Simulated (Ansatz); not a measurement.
Harmonic frequencies (cm⁻¹) at PBE0-D4/def2-TZVP from Ansatz: 143, 164, 264, 516, 647, 703, 774, 926, 1127, 1172, 1434, 2129, 2702, 3111, 3182.

Each molecule was computed in one conformer, which needn't be the lowest.

Task: Which molecule is it?
A. `CC#CBO`
B. `[F][AlH][NH][SiH3]`
C. `F[CH]1[BH][Al]1[F]`
D. `SC[TeH]`

Result: D.
